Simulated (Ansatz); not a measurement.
Ideal-gas functions of `[O]=[Mo]([F])([Cl])([Cl])[Cl]` at 400 K and 1 bar, from an Ansatz frequency run at PBE0-D4/def2-TZVP.

Molar mass 237.3 g/mol, point group Cs (symmetry number 1), electronic degeneracy 1, moments of inertia 302.281, 411.895, 567.458 u Å². Harmonic wavenumbers (cm⁻¹, unscaled): 53, 161, 171, 202, 256, 280, 282, 344, 418, 427, 671, 1114.

Use S(trans) = R[1.5 ln M + 2.5 ln T − 1.1517]; rotational temperatures θ = 24.2544 K / I; S(rot) = R[ln(√π/σ · √(T³/θAθBθC)) + 1.5]; for each mode x = 1.438777 ν̃/T, S = R[x/(eˣ − 1) − ln(1 − e⁻ˣ)] and H = RT x/(eˣ − 1); 1 cm⁻¹ = 0.0119627 kJ/mol; R = 8.31446 J/(mol·K).

Task: By hand: the entropy, in J/(mol·K).

Result: Translation 183.2. Rotation: θ = 0.0802, 0.0589, 0.0427 K, giving 127.3. Vibration, mode by mode: 22.11, 12.97, 12.49, 11.15, 9.29, 8.60, 8.54, 7.05, 5.67, 5.52, 2.75, 0.77, in all 106.9. Electronic 0.0. Sum 417.4 J/(mol·K).

Task: By hand: H − E and G − E in kJ/mol, counted from the electronic energy.

Result: Zero-point energy ½ × 4379 × 0.0119627 = 26.2; thermal vibration 21.6; translation, rotation and pV give 4 RT = 13.3. H − E = 61.1 kJ/mol, and G − E = 61.1 − 400 × 417.4/1000 = -105.9 kJ/mol.

Vibration gives 26 % of the entropy, 22.1 J/(mol·K) of it from the mode under 150 cm⁻¹: soft modes count most, and the harmonic formula is weakest for them.
